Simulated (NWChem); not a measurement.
C3H10Si; SMILES C[SiH](C)C

All runs: NWChem. Medium grid unless said otherwise, to which SCAN and Minnesota functionals are sensitive. Structure relaxed at the PBE0/def2-SVP level.

### Question
Order these by “orbital gap (eV)”, lowest first: CAM-B3LYP/def2-TZVPD; PBE0/def2-TZVPD; TPSS/def2-TZVPD; r2SCAN/def2-TZVPD; Hartree-Fock/def2-TZVPD.

### Answer
TPSS/def2-TZVPD (7.21), r2SCAN/def2-TZVPD (7.95), PBE0/def2-TZVPD (8.83), CAM-B3LYP/def2-TZVPD (10.80), Hartree-Fock/def2-TZVPD (13.67)
